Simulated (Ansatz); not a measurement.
`F[SiH](Br)Br` → `F[Si]Br` + HBr at 500 K and 1 bar (silylene formation by 1,1-elimination).

Isolated molecules relaxed with PBE0-D4/def2-TZVP in Ansatz; ΔE leaves out vibrations. CCSD(T)/CBS is the MP2 limit (def2-TZVPP, def2-QZVPP) plus CCSD(T) − MP2 in def2-TZVPP, frozen cores. For Br outer-core shells are correlated without core-valence functions, which leaves a few kJ/mol of doubt a bond. Scalar relativity is left out up to krypton.

| species | CCSD(T)/CBS energy (Eh) | H − E (kJ/mol) | S (J/(mol·K)) |
| --- | --- | --- | --- |
| `F[SiH](Br)Br` | -5536.27111 | 70.8 | 377.7 |
| `F[Si]Br` | -2962.26094 | 31.7 | 314.0 |
| HBr | -2573.91920 | 30.5 | 213.7 |

H − E and S are ideal-gas, rigid-rotor, harmonic terms from PBE0-D4/def2-TZVP. 1 Eh = 2625.50 kJ/mol, R = 8.31446 J/(mol·K).

Problem. By hand: ΔE, ΔH, ΔS and ΔG.

Solution. ΔE = (-2962.26094) + (-2573.91920) − (-5536.27111) = 0.09097 Eh = 238.8 kJ/mol. Δ(H − E) = 31.7 + 30.5 − 70.8 = -8.6, so ΔH = 230.2 kJ/mol. ΔS = 314.0 + 213.7 − 377.7 = 150.0 J/(mol·K). ΔG = 230.2 − 500 × (150.0)/1000 = 155.2 kJ/mol.

Problem. By hand: the equilibrium constant, and the temperature at which ΔG would vanish if ΔH and ΔS stayed fixed.

Solution. log₁₀ K = −ΔG/(RT ln 10) = -16.2. ΔG = 0 at ΔH/ΔS = 1535 K.

The number of gas molecules changes by +1, which sets the sign of ΔS. A doubt of 5 kJ/mol in ΔE shifts log₁₀ K by 0.5 here. These are equilibria of isolated gas molecules and say nothing of rates. Largest T1 diagnostic: 0.012 (customary marks: 0.02 for closed shells, 0.045 for open ones).
